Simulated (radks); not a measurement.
Values are calculated unless marked as measured or tabulated.
Q: Ru XXXIX, configuration [He] 2s2 2p2. Code: a radial shooting solver on a logarithmic mesh with Libxc functionals. Model: Dirac Kohn-Sham, PBEsol, spin-unpolarised, spherical densities, point nucleus; open shells fill j = l - 1/2 first. Some entries of the table are withheld. Estimate them.

orbital  occ.  eigenvalue (eV)  <1/r> (bohr^-1)
1s1/2       2        -24927.06              (1)
2s1/2       2        -5709.309              (2)
2p1/2       2        -5566.181            11.03
2p3/2       0        -5416.399            10.46

A: 
(1) 1s1/2 <1/r> (bohr^-1): 45.97
(2) 2s1/2 <1/r> (bohr^-1): 11.10
